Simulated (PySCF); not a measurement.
Dipole response of O⁺ (oxygen, charge +1)

[He] 2s2 2p3, high-spin 4S determinant. Calculation: PySCF 2.14, in dyall-av3z (15s9p3d2f, 71 functions); scalar relativity by spin-free X2C-1e. Coupled (time-dependent) response in atomic units; α is the mean over directions.

```json
{"method": "UHF", "mean α (bohr³)": "2.625", "C₆ (like pair)": "4.946", "S(−4)": "4.976"}
{"method": "PBE", "mean α (bohr³)": "2.675", "C₆ (like pair)": "5.277", "S(−4)": "4.280"}
{"method": "PBE0", "mean α (bohr³)": "2.628", "C₆ (like pair)": "5.121", "S(−4)": "4.255"}
{"method": "BHandHLYP", "mean α (bohr³)": "2.547", "C₆ (like pair)": "4.914", "S(−4)": "3.913"}
{"method": "B97-3", "mean α (bohr³)": "2.565", "C₆ (like pair)": "4.987", "S(−4)": "3.904"}
```

S(−4) is the Cauchy moment in α(ω) = α(0) + S(−4) ω² + …

α(iu) at UHF:

```csv
u (hartree),α(iu) (bohr³)
0,2.625
0.0500,2.613
0.100,2.577
0.200,2.449
0.300,2.277
0.500,1.915
0.750,1.536
1.00,1.247
1.50,0.8554
2.00,0.6154
3.00,0.3563
5.00,0.1601
```

A single London oscillator, α(iu) = α/(1 + u²/ω²), gives C₆ = (3/4) ω α². Matching the computed C₆ needs ω = 4 × 4.946 / (3 × 2.625²) = 0.957 hartree.

For an ion, C₆ is the dispersion term alone; charge-induced terms of lower order in 1/R come first.
